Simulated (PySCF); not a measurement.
Species: C2H6GeN2.
Atom-mapped SMILES: `[N:1]#[C:2][CH2:3][GeH2:4][NH2:5]` (hydrogens: H6, H7 on C3; H8, H9 on Ge4; H10, H11 on N5)

Method: PBE0-D3(BJ)/def2-SVP geometry optimisation, gas phase in PySCF; density fitting, grid level 1; the optimiser is geomeTRIC in internal coordinates, started from a GFN2-xTB structure with every atom displaced at random (about 0.01 Å).

Geometry at step 1:
```
atom  x, y, z in Å
N1     -1.2009    2.1313    0.1080
C2     -1.2228    1.0037   -0.1731
C3     -1.1750   -0.4030   -0.4901
Ge4     0.3738   -1.2803    0.3724
N5      1.8271   -0.4399   -0.4105
H6     -1.0700   -0.5368   -1.5789
H7     -2.1131   -0.9006   -0.1710
H8      0.4176   -2.7881    0.0193
H9      0.2130   -1.0840    1.8974
H10     2.7270   -0.8269   -0.1445
H11     1.8406    0.5648   -0.2292
```

Q: Give the atomic forces at this geometry.

A: 
```tsv
atom	Fx (eV/Å)	Fy (eV/Å)	Fz (eV/Å)
N1	-0.016	-0.378	-0.098
C2	0.076	0.435	0.144
C3	-0.284	-0.319	-0.058
Ge4	0.346	0.176	-0.149
N5	-0.445	-0.141	0.186
H6	-0.016	0.008	0.029
H7	0.206	0.136	-0.068
H8	-0.013	0.229	-0.006
H9	0.027	-0.031	0.002
H10	0.092	-0.004	0.026
H11	0.027	-0.112	-0.009
```

The largest, 0.50 eV/Å, acts on N5; the rms over all components is 0.185 eV/Å. The forces sum to zero within rounding, as they must for an isolated molecule in no field.

Q: Give the force on N5 in Eh/bohr and in nN.

A: 0.503 eV/Å ÷ 51.422 = 0.00977 Eh/bohr, and 0.503 eV/Å × 1.602 = 0.81 nN.

Q: How far is this geometry from the end of the optimisation?

A: 0.015 eV above it, and 0.124 Å rms away after alignment. The bonds farthest from their final lengths, with half the difference of the two atoms' forces along the bond (positive lengthens):

```json
{"bond": "Ge4–N5", "now (Å)": "1.852", "final (Å)": "1.827", "force along bond (eV/Å)": "-0.45"}
{"bond": "Ge4–H8", "now (Å)": "1.549", "final (Å)": "1.537", "force along bond (eV/Å)": "-0.05"}
{"bond": "C3–H7", "now (Å)": "1.109", "final (Å)": "1.101", "force along bond (eV/Å)": "-0.31"}
{"bond": "N5–H11", "now (Å)": "1.021", "final (Å)": "1.018", "force along bond (eV/Å)": "0.00"}
{"bond": "N1≡C2", "now (Å)": "1.162", "final (Å)": "1.159", "force along bond (eV/Å)": "-0.42"}
{"bond": "C2–C3", "now (Å)": "1.443", "final (Å)": "1.445", "force along bond (eV/Å)": "+0.38"}
```

The angle farthest from its final value is Ge4–N5–H11, 112.4° against 114.3°.

Of the 2 listed bonds off by 0.010 Å or more, this force points towards the final length in 2.

What follows is the cost of the whole optimisation. On one thread, Arm Neoverse V2 (aarch64), no GPU, shared host, this took 50 s of wall time and 0.48 GiB of memory at its peak.
